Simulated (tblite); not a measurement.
C6H9B2 (doublet state).
Bonds: C1–C2 (double), C2–B3, B3–C4, C4–C5 (triple), C5–B6, B6–C7, B6–C8. Hydrogens: H9, H10 on C1; H11 on B3; H12, H13, H14 on C7; H15, H16, H17 on C8.
Bond orders are those of one Lewis drawing.

Computed with GFN2-xTB (tblite), gas phase: L-BFGS steps from a force-field or distance-geometry start until the largest atomic force falls under 0.01 eV/Å.

Geometry at step 50:
```
atom  x, y, z in Å
C1      4.6077    0.2081    0.2292
C2      3.4429   -0.2861    0.4784
B3      2.1793   -0.8946    0.9278
C4      0.8387   -0.4410    0.4273
C5     -0.3192   -0.1816    0.1435
B6     -1.7738    0.1050   -0.0831
C7     -2.2661    1.5782   -0.3875
C8     -2.8104   -1.0697    0.1443
H9      5.2157   -0.1111   -0.6149
H10     5.0569    0.9827    0.8400
H11     2.2034   -1.7325    1.7543
H12    -1.8605    1.9742   -1.3199
H13    -3.3498    1.6734   -0.4230
H14    -1.8967    2.2473    0.3902
H15    -3.4646   -0.7699    0.9633
H16    -2.3502   -2.0146    0.4240
H17    -3.4600   -1.2557   -0.7106
```

Question: What forces act on the atoms?

Answer: 
```
atom  Fx (eV/Å)  Fy (eV/Å)  Fz (eV/Å)
  C1     -0.197     -0.161     -0.079
  C2      0.248     -0.017      0.033
  B3      0.100      0.076      0.007
  C4     -0.063     -0.075      0.024
  C5      0.030      0.061     -0.020
  B6     -0.074      0.002     -0.088
  C7      0.015      0.035      0.049
  C8     -0.031      0.014      0.033
  H9     -0.073      0.084      0.094
 H10      0.016      0.022     -0.042
 H11      0.048      0.005      0.016
 H12     -0.018     -0.120      0.026
 H13      0.042      0.011     -0.033
 H14     -0.037      0.032      0.016
 H15     -0.073     -0.047      0.006
 H16      0.012     -0.004     -0.041
 H17      0.053      0.082     -0.001
```

The largest, 0.27 eV/Å, acts on C1; the rms over all components is 0.070 eV/Å. The forces sum to zero within rounding, as they must for an isolated molecule in no field.

Question: Give the force on C1 in Eh/bohr and in nN.

Answer: 0.266 eV/Å ÷ 51.422 = 0.00518 Eh/bohr, and 0.266 eV/Å × 1.602 = 0.43 nN.

Question: How far is this geometry from the end of the optimisation?

Answer: 0.129 eV above it, and 0.781 Å rms away after alignment. The bonds farthest from their final lengths, with half the difference of the two atoms' forces along the bond (positive lengthens):

| bond | now (Å) | final (Å) | force along bond (eV/Å) |
| --- | --- | --- | --- |
| C5–B6 | 1.500 | 1.495 | +0.05 |
| C1–H9 | 1.088 | 1.084 | -0.07 |
| C1=C2 | 1.290 | 1.286 | -0.22 |
| C4≡C5 | 1.220 | 1.223 | -0.02 |
| C7–H14 | 1.090 | 1.088 | -0.02 |
| B3–H11 | 1.177 | 1.175 | +0.03 |

The angle farthest from its final value is B3–C4–C5, 171.6° against 179.1°.

The cost below is that of the whole relaxation. Time: 0.96 s wall. Hardware: Arm Neoverse V2, one thread (shared host).
